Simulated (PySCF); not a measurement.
# Exercise with solution: oscillator strength and radiative lifetime

GeH₆O₃Si, SMILES O[Si](O)(O)[GeH3].

Coordinates come from a PBE-D3(BJ)/def2-SVP optimisation. One conformer was computed; it need not be the lowest.

TDDFT-PBE/def2-SVPD (PySCF) puts the first singlet state with f over 0.02 at 5.99 eV (vertical), with the transition dipole (-0.931, 0.016, -0.006) in atomic units.

Problem. Find the oscillator strength, the wavelength and the radiative lifetime that this transition would have in vacuum if emission retraced absorption.

Solution. 
|μ|² = 0.8671 au, so |μ| = 2.37 D. ΔE = 5.99/27.211 = 0.2201 hartree. f = (2/3) ΔE |μ|² = 0.127 (the program prints 0.127).
λ = 1239.84/5.99 = 207 nm; ν = 48313 cm⁻¹.
Einstein's coefficient A = 0.6670 ν² f s⁻¹ (ν in cm⁻¹) = 2.0e8 s⁻¹, so τ = 1/A = 5.0 ns. This state is S1. The figure is the radiative limit of this one transition; relaxation, internal conversion, crossing to triplets and a medium change what is measured.
